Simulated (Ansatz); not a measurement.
Mulliken charges of `O[SiH](S)[SnH3]` from r2SCAN/def2-TZVPP in Ansatz (PBE0-D4/def2-TZVP geometry).

```json
{"atom": "O1", "x (Å)": "-0.458", "y (Å)": "1.129", "z (Å)": "-1.744", "charge (e)": "-0.388"}
{"atom": "Si2", "x (Å)": "-0.005", "y (Å)": "1.034", "z (Å)": "-0.160", "charge (e)": "0.422"}
{"atom": "S3", "x (Å)": "2.054", "y (Å)": "1.535", "z (Å)": "0.005", "charge (e)": "-0.254"}
{"atom": "Sn4", "x (Å)": "-0.441", "y (Å)": "-1.316", "z (Å)": "0.788", "charge (e)": "0.362"}
{"atom": "H5", "x (Å)": "-1.287", "y (Å)": "0.717", "z (Å)": "-1.992", "charge (e)": "0.202"}
{"atom": "H6", "x (Å)": "-0.670", "y (Å)": "2.082", "z (Å)": "0.660", "charge (e)": "-0.100"}
{"atom": "H7", "x (Å)": "2.499", "y (Å)": "0.400", "z (Å)": "-0.561", "charge (e)": "0.112"}
{"atom": "H8", "x (Å)": "-1.940", "y (Å)": "-1.943", "z (Å)": "0.246", "charge (e)": "-0.125"}
{"atom": "H9", "x (Å)": "-0.456", "y (Å)": "-1.304", "z (Å)": "2.494", "charge (e)": "-0.113"}
{"atom": "H10", "x (Å)": "0.787", "y (Å)": "-2.384", "z (Å)": "0.266", "charge (e)": "-0.119"}
```

Q: By hand: the dipole of these point charges (1 e Å = 4.8032 D).

A: Σ q r = (-0.218, -0.213, 0.018) e Å, of length 0.305 e Å = 1.46 D.

Q: How does the dipole of the full density compare? (Best estimate.)

A: Computed: (-0.257, -0.199, -0.094) e Å, 1.63 D; the point charges give 0.90 times that, at 21° from its direction.

Point charges leave out the atoms' own dipoles, such as those of lone pairs, and Mulliken's split depends on the basis, so the two needn't agree.
